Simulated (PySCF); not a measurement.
**Dipole response of B⁻ (boron, charge -1)**

[He] 2s2 2p2, high-spin 3P determinant. All numbers are calculated (PySCF 2.14, no relativity, point nucleus, in aug-cc-pVQZ with one added diffuse shell each of s, p, d, f, g type (7s6p5d4f3g, 105 functions)). Coupled (time-dependent) response in atomic units; α is the mean over directions.

| method | mean α (bohr³) | α xx, yy, zz | C₆ (like pair) | S(−4) |
| --- | --- | --- | --- | --- |
| UHF | 200.1 | 94.93, 252.7, 252.7 | 2091 | 75210 |
| LC-wPBE | 179.0 | 90.45, 223.3, 223.3 | 1837 | 55170 |

S(−4) is the Cauchy moment in α(ω) = α(0) + S(−4) ω² + …

α(iu) at LC-wPBE:

```tsv
u (hartree)	α(iu) (bohr³)
0	179.0
0.0500	113.6
0.100	68.07
0.200	33.84
0.300	20.49
0.500	9.840
0.750	5.132
1.00	3.143
1.50	1.532
2.00	0.9077
3.00	0.4309
5.00	0.1689
```

A single London oscillator, α(iu) = α/(1 + u²/ω²), gives C₆ = (3/4) ω α². Matching the computed C₆ needs ω = 4 × 1837 / (3 × 179.0²) = 0.0764 hartree.

For an ion, C₆ is the dispersion term alone; charge-induced terms of lower order in 1/R come first.

The components differ because the open shell of this determinant is not spherical; for a pure term their mean is the scalar polarisability.
